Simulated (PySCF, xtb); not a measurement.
In(Me)(NH2)2 (CH₇InN₂), SMILES [CH3][In]([NH2])[NH2].

xtb with GFN2-xTB at its own geometry gives an orbital gap of 3.04 eV and a dipole moment of 2.76 D.

Geometry: PBE-D3(BJ)/def2-SVP. The def2 effective core potentials stand for the cores of In; spin–orbit coupling is left out. Other conformers were not sampled.

Task: What does PBE/def2-TZVP run with PySCF give? (An estimate is asked for; the answer gives what the named calculation found.)

Result: gap 3.71 eV (levels -5.20 and -1.50 eV), dipole 2.03 D.
